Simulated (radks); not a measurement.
Values are calculated unless marked as measured or tabulated.
Ionisation of neutral lead, [Hg] 6p2, to Pb+, [Hg] 6p1, under several functionals. Scalar-relativistic Kohn-Sham, spin-polarised, spherical densities, point nucleus; open shells are filled with parallel spins first (spin-orbit coupling, left out, can overturn this in heavy ions); a radial shooting solver on a logarithmic mesh with Libxc functionals.

XLYP: E(Pb) (hartree) -20884.0927; Exc (hartree) -388.5453; IE (eV) 6.838; -e(HOMO) (eV) 3.738; <r> HOMO (bohr) 3.350; IE error (eV) -0.579
BP86: E(Pb) (hartree) -20884.2602; Exc (hartree) -388.7354; IE (eV) 7.124; -e(HOMO) (eV) 4.050; <r> HOMO (bohr) 3.311; IE error (eV) -0.293
exchange-only B88: E(Pb) (hartree) -20878.5481; Exc (hartree) -382.9634; IE (eV) 6.431; -e(HOMO) (eV) 3.451; <r> HOMO (bohr) 3.431; IE error (eV) -0.986
revPBE: E(Pb) (hartree) -20882.3464; Exc (hartree) -386.8365; IE (eV) 6.931; -e(HOMO) (eV) 3.897; <r> HOMO (bohr) 3.328; IE error (eV) -0.486
RPBE: E(Pb) (hartree) -20882.5092; Exc (hartree) -387.0001; IE (eV) 6.924; -e(HOMO) (eV) 3.895; <r> HOMO (bohr) 3.334; IE error (eV) -0.493
LDA (Slater exchange, VWN5 correlation): E(Pb) (hartree) -20870.7459; Exc (hartree) -375.2792; IE (eV) 7.160; -e(HOMO) (eV) 4.062; <r> HOMO (bohr) 3.307; IE error (eV) -0.256
PBEsol: E(Pb) (hartree) -20876.3431; Exc (hartree) -380.8440; IE (eV) 7.026; -e(HOMO) (eV) 3.965; <r> HOMO (bohr) 3.309; IE error (eV) -0.391

NIST Atomic Spectra Database: 7.417 eV (measured). Closest: LDA (Slater exchange, VWN5 correlation). The Delta-SCF values span 0.73 eV, the total energies 13.51 hartree. The highest occupied level is 6p. Open shells are spherical and high-spin; term and fine-structure splittings are not resolved. Spin-orbit splitting is averaged out at the scalar-relativistic level.
